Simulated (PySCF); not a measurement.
**Basis-set dependence of population analyses: `C=C[Si@H]1C=CC1`**

C₅H₈Si.
Cartesian coordinates in Å at the PBE0-D3(BJ)/def2-SVP level; atoms count from 1:
```
atom  x, y, z in Å
C1    -2.8656    0.2000    0.1808
C2    -1.5825    0.5820    0.1700
Si3   -0.1656   -0.6041   -0.0913
C4     1.1893   -0.1189   -1.2812
C5     2.0810   -0.0612   -0.2680
C6     1.3741   -0.4127    1.0273
H7    -3.6885    0.9079    0.3306
H8    -3.1541   -0.8484    0.0386
H9    -1.3532    1.6466    0.3132
H10   -0.7499   -1.9788   -0.2114
H11    1.3844    0.0820   -2.3371
H12    3.1492    0.1955   -0.3429
H13    1.3598    0.4018    1.7706
H14    1.7600   -1.3185    1.5237
```

PBE0 throughout (PySCF), one geometry, spherical d and f functions. Isolated species at its PBE0-D3(BJ)/def2-SVP geometry (one conformer only). The first 7 of 14 kinds of atom are listed.

Mulliken charges (e):

| basis | functions | C1 | C2 | Si3 | C4 | C5 | C6 | H7 |
| --- | --- | --- | --- | --- | --- | --- | --- | --- |
| STO-3G | 42 | -0.167 | -0.255 | +0.700 | -0.265 | -0.090 | -0.308 | +0.079 |
| 6-31G | 74 | -0.325 | -0.417 | +0.871 | -0.414 | -0.176 | -0.632 | +0.164 |
| pcSseg-0 | 74 | -0.361 | -0.790 | +1.432 | -0.775 | -0.123 | -1.033 | +0.229 |
| 6-31G* | 104 | -0.368 | -0.309 | +0.573 | -0.301 | -0.183 | -0.566 | +0.174 |
| cc-pVDZ | 128 | -0.030 | -0.224 | +0.480 | -0.174 | -0.029 | -0.204 | +0.046 |
| def2-SVP | 128 | -0.062 | -0.269 | +0.563 | -0.213 | -0.072 | -0.258 | +0.057 |
| aug-cc-pVDZ | 214 | +0.691 | +0.427 | +0.453 | +0.035 | +0.523 | +0.479 | -0.345 |
| 6-311+G(2d,p) | 218 | -0.424 | -0.269 | +1.016 | -0.400 | -0.090 | -0.576 | +0.123 |
| def2-TZVP | 240 | -0.239 | -0.240 | +0.356 | -0.288 | -0.065 | -0.335 | +0.130 |
| cc-pVTZ | 296 | -0.237 | -0.222 | +0.411 | -0.285 | -0.074 | -0.299 | +0.124 |
| IGLO-III | 299 | -0.213 | -0.291 | +0.877 | -0.380 | +0.066 | -0.526 | +0.112 |

IAO charges (e):

```csv
basis,functions,C1,C2,Si3,C4,C5,C6,H7
STO-3G,42,-0.251,-0.387,+0.879,-0.391,-0.128,-0.503,+0.132
6-31G,74,-0.273,-0.403,+0.791,-0.424,-0.111,-0.541,+0.152
pcSseg-0,74,-0.256,-0.413,+0.808,-0.426,-0.110,-0.557,+0.148
6-31G*,104,-0.259,-0.426,+0.901,-0.444,-0.102,-0.546,+0.146
cc-pVDZ,128,-0.264,-0.423,+0.894,-0.441,-0.106,-0.544,+0.147
def2-SVP,128,-0.254,-0.423,+0.906,-0.441,-0.100,-0.544,+0.143
aug-cc-pVDZ,214,-0.275,-0.427,+0.900,-0.449,-0.110,-0.553,+0.151
"6-311+G(2d,p)",218,-0.274,-0.436,+0.931,-0.458,-0.110,-0.564,+0.151
def2-TZVP,240,-0.272,-0.439,+0.941,-0.460,-0.109,-0.566,+0.151
cc-pVTZ,296,-0.273,-0.436,+0.928,-0.457,-0.109,-0.563,+0.151
IGLO-III,299,-0.275,-0.439,+0.941,-0.461,-0.110,-0.567,+0.152
```

Hirshfeld charges (e):

```csv
basis,functions,C1,C2,Si3,C4,C5,C6,H7
STO-3G,42,-0.060,-0.112,+0.412,-0.139,-0.040,-0.108,+0.025
6-31G,74,-0.073,-0.139,+0.321,-0.158,-0.030,-0.154,+0.048
pcSseg-0,74,-0.073,-0.136,+0.354,-0.156,-0.027,-0.156,+0.047
6-31G*,104,-0.070,-0.138,+0.306,-0.153,-0.023,-0.155,+0.048
cc-pVDZ,128,-0.075,-0.138,+0.339,-0.151,-0.025,-0.162,+0.047
def2-SVP,128,-0.076,-0.139,+0.345,-0.153,-0.024,-0.164,+0.048
aug-cc-pVDZ,214,-0.085,-0.148,+0.357,-0.160,-0.036,-0.177,+0.051
"6-311+G(2d,p)",218,-0.081,-0.147,+0.351,-0.158,-0.035,-0.172,+0.050
def2-TZVP,240,-0.081,-0.145,+0.346,-0.157,-0.031,-0.173,+0.050
cc-pVTZ,296,-0.081,-0.144,+0.347,-0.156,-0.030,-0.172,+0.050
IGLO-III,299,-0.085,-0.144,+0.352,-0.156,-0.034,-0.174,+0.050
```

ESP-fitted charges (e):

```json
{"basis": "STO-3G", "functions": "42", "C1": "-0.271", "C2": "-0.177", "Si3": "+0.605", "C4": "-0.378", "C5": "+0.090", "C6": "-0.465", "H7": "+0.113"}
{"basis": "6-31G", "functions": "74", "C1": "-0.330", "C2": "-0.325", "Si3": "+0.653", "C4": "-0.540", "C5": "+0.115", "C6": "-0.598", "H7": "+0.170"}
{"basis": "pcSseg-0", "functions": "74", "C1": "-0.351", "C2": "-0.369", "Si3": "+0.810", "C4": "-0.663", "C5": "+0.206", "C6": "-0.751", "H7": "+0.183"}
{"basis": "6-31G*", "functions": "104", "C1": "-0.343", "C2": "-0.286", "Si3": "+0.589", "C4": "-0.503", "C5": "+0.124", "C6": "-0.566", "H7": "+0.170"}
{"basis": "cc-pVDZ", "functions": "128", "C1": "-0.328", "C2": "-0.261", "Si3": "+0.554", "C4": "-0.476", "C5": "+0.124", "C6": "-0.521", "H7": "+0.160"}
{"basis": "def2-SVP", "functions": "128", "C1": "-0.313", "C2": "-0.283", "Si3": "+0.603", "C4": "-0.501", "C5": "+0.137", "C6": "-0.546", "H7": "+0.157"}
{"basis": "aug-cc-pVDZ", "functions": "214", "C1": "-0.370", "C2": "-0.294", "Si3": "+0.664", "C4": "-0.541", "C5": "+0.147", "C6": "-0.598", "H7": "+0.178"}
{"basis": "6-311+G(2d,p)", "functions": "218", "C1": "-0.390", "C2": "-0.288", "Si3": "+0.645", "C4": "-0.544", "C5": "+0.142", "C6": "-0.604", "H7": "+0.186"}
{"basis": "def2-TZVP", "functions": "240", "C1": "-0.379", "C2": "-0.285", "Si3": "+0.647", "C4": "-0.541", "C5": "+0.154", "C6": "-0.603", "H7": "+0.182"}
{"basis": "cc-pVTZ", "functions": "296", "C1": "-0.361", "C2": "-0.284", "Si3": "+0.639", "C4": "-0.527", "C5": "+0.142", "C6": "-0.581", "H7": "+0.175"}
{"basis": "IGLO-III", "functions": "299", "C1": "-0.370", "C2": "-0.285", "Si3": "+0.647", "C4": "-0.536", "C5": "+0.147", "C6": "-0.594", "H7": "+0.179"}
```

**Question.** Which scheme is steadiest as the basis changes?

**Answer.** Largest range over the bases for any column: Hirshfeld 0.11 e, IAO 0.15 e, ESP-fitted 0.29 e, Mulliken 1.51 e. Hirshfeld charges move least and Mulliken charges most, counted in e. Without the minimal STO-3G basis the ranges are Hirshfeld 0.05, IAO 0.15, ESP-fitted 0.26, Mulliken 1.51 e.

**Question.** How much do the charges still move between the two largest bases, cc-pVTZ and IGLO-III?

**Answer.** At most, over all atoms: Mulliken 0.466 e, IAO 0.013 e, Hirshfeld 0.005 e, ESP-fitted 0.013 e.

**Question.** What do the same runs give for the total energy, the frontier levels and the dipole moment?

**Answer.** 
```tsv
basis	energy (Eh)	HOMO (eV)	LUMO (eV)	μ (D)
STO-3G	-478.7297	-5.32	3.12	0.45
6-31G	-484.3115	-7.29	-0.17	0.60
pcSseg-0	-483.6370	-7.65	-0.46	0.55
6-31G*	-484.3894	-7.28	-0.23	0.59
cc-pVDZ	-484.4188	-7.40	-0.38	0.54
def2-SVP	-484.1817	-7.49	-0.46	0.54
aug-cc-pVDZ	-484.4304	-7.50	-0.65	0.51
6-311+G(2d,p)	-484.4754	-7.52	-0.69	0.52
def2-TZVP	-484.4926	-7.51	-0.63	0.54
cc-pVTZ	-484.4903	-7.49	-0.57	0.54
IGLO-III	-484.4986	-7.51	-0.67	0.53
```

The dipole is fixed by the density alone, so its range of 0.15 D shows that the density itself changes with the basis, not only its division among atoms.
